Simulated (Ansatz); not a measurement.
System: sum formula H7Si2N2O, net charge -1, singlet state. It need not be the lowest isomer of its formula. Whether it binds its extra electron was not tested at this geometry. 
Geometry from a B3LYP-D3(BJ)/def2-TZVP (Ansatz, a program for electronic structure) optimisation:
```
O
Si 1 1.6334
Si 1 1.7128 2 120.64
N 3 1.6527 1 113.53 2 0.28
H 4 1.0140 3 116.70 1 -95.53
N 2 1.7309 1 116.79 3 -44.28
H 6 1.0119 2 115.26 1 -76.94
H 6 1.0276 7 109.25 2 -120.33
H 2 1.4886 1 110.32 3 79.66
H 2 1.4962 9 106.93 1 -116.59
H 3 1.5022 4 112.88 5 149.97
H 3 1.5135 11 105.00 1 -106.10
```
Charge -1, spin multiplicity 1.

Basis-set convergence of Hartree-Fock and CCSD correlation energies (hartree) with Ansatz. Cores are frozen in the correlated levels unless marked. Spin-orbit coupling is left out. No relativistic terms. This anion needs diffuse functions, which these sets lack.

```
basis        functions       E(HF)  E(corr, CCSD)
-----------  ---------  ----------  -------------
cc-pV(D+d)Z        123  -765.83640       -0.79078
cc-pV(T+d)Z        266  -765.94722       -0.97309
cc-pV(Q+d)Z        503         [?]            [?]
```

**Question.** What belongs in the gaps?

**Answer.** 
- cc-pV(Q+d)Z, E(HF): -765.97363
- cc-pV(Q+d)Z, E(corr, CCSD): -1.03406
